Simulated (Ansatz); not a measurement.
`C[C@H](F)[C@H](F)C(F)F` → `CC(F)C(F)F` + `[CH]F` at 600 K and 1 bar (formal loss of a carbene).

Gas-phase electronic energies from Ansatz, PBE0-D4/def2-TZVP geometries. CCSD(T)/CBS adds triple-zeta CCSD(T) − MP2 to the extrapolated MP2 energy (def2 sets, frozen cores). This one scheme is used for every species. One conformer a species, not always the lowest.

```tsv
species	CCSD(T)/CBS energy (Eh)	H − E (kJ/mol)	S (J/(mol·K))
`C[C@H](F)[C@H](F)C(F)F`	-554.98194	344.2	492.4
`CC(F)C(F)F`	-416.54034	271.8	416.7
`[CH]F`	-138.29972	54.0	249.2
```

H − E and S are ideal-gas, rigid-rotor, harmonic terms from PBE0-D4/def2-TZVP, for one conformer and one mirror image of each species. 1 Eh = 2625.50 kJ/mol, R = 8.31446 J/(mol·K).

Task: By hand: ΔE, ΔH, ΔS and ΔG.

Result: ΔE = (-416.54034) + (-138.29972) − (-554.98194) = 0.14188 Eh = 372.5 kJ/mol. Δ(H − E) = 271.8 + 54.0 − 344.2 = -18.4, so ΔH = 354.1 kJ/mol. ΔS = 416.7 + 249.2 − 492.4 = 173.5 J/(mol·K). ΔG = 354.1 − 600 × (173.5)/1000 = 250.0 kJ/mol.

Task: By hand: the equilibrium constant, and the temperature at which ΔG would vanish if ΔH and ΔS stayed fixed.

Result: log₁₀ K = −ΔG/(RT ln 10) = -21.8. ΔG = 0 at ΔH/ΔS = 2041 K.

The number of gas molecules changes by +1, which sets the sign of ΔS. A doubt of 5 kJ/mol in ΔE shifts log₁₀ K by 0.4 here. Other conformers and mirror images would add mixing entropy, several J/(mol·K) or more a flexible species. Modes under 60 cm⁻¹, often nearly free rotors, make the harmonic entropy too high. These are equilibria of isolated gas molecules and say nothing of rates. Largest T1 diagnostic: 0.018 (customary marks: 0.02 for closed shells, 0.045 for open ones).
